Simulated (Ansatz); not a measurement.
`[BH2][GeH2][SiH2]C` + H₂O → `[BH2][GeH2][OH]` + `C[SiH3]` at 400 K and 1 bar (formal hydrolysis of a Ge–Si bond).

Program: Ansatz. Geometries: PBE0-D4/def2-TZVP. ΔE: electronic, gas phase. CCSD(T)/CBS is the MP2 limit (def2-TZVPP, def2-QZVPP) plus CCSD(T) − MP2 in def2-TZVPP, frozen cores. This one scheme is used for every species. For Ge outer-core shells are correlated without core-valence functions, which leaves a few kJ/mol of doubt a bond. Scalar relativity is left out up to krypton. Each species was taken in one conformer, which may not be the lowest.

```
             species  CCSD(T)/CBS energy (Eh)  H − E (kJ/mol)  S (J/(mol·K))
`[BH2][GeH2][SiH2]C`              -2433.42808           275.2          426.7
                 H₂O                -76.37941            69.8          198.6
   `[BH2][GeH2][OH]`              -2179.06509           156.2          340.6
           `C[SiH3]`               -330.73916           180.9          277.1
```

H − E and S are ideal-gas, rigid-rotor, harmonic terms from PBE0-D4/def2-TZVP, for one conformer and one mirror image of each species. 1 Eh = 2625.50 kJ/mol, R = 8.31446 J/(mol·K).

**Question.** By hand: ΔE, ΔH, ΔS and ΔG.

**Answer.** ΔE = (-2179.06509) + (-330.73916) − (-2433.42808) − (-76.37941) = 0.00324 Eh = 8.5 kJ/mol. Δ(H − E) = 156.2 + 180.9 − 275.2 − 69.8 = -7.9, so ΔH = 0.6 kJ/mol. ΔS = 340.6 + 277.1 − 426.7 − 198.6 = -7.6 J/(mol·K). ΔG = 0.6 − 400 × (-7.6)/1000 = 3.6 kJ/mol.

**Question.** By hand: the equilibrium constant, and the temperature at which ΔG would vanish if ΔH and ΔS stayed fixed.

**Answer.** log₁₀ K = −ΔG/(RT ln 10) = -0.5. ΔH and −TΔS have one sign here, so there is no such temperature. One of them is within its doubt of zero, so this could turn.

TΔS isn't small against ΔH here. The sign of ΔG lies within the doubt. A doubt of 5 kJ/mol in ΔE shifts log₁₀ K by 0.7 here. Other conformers and mirror images would add mixing entropy, several J/(mol·K) or more a flexible species. Modes under 60 cm⁻¹, often nearly free rotors, make the harmonic entropy too high. These are equilibria of isolated gas molecules and say nothing of rates. Largest T1 diagnostic: 0.012 (customary marks: 0.02 for closed shells, 0.045 for open ones).
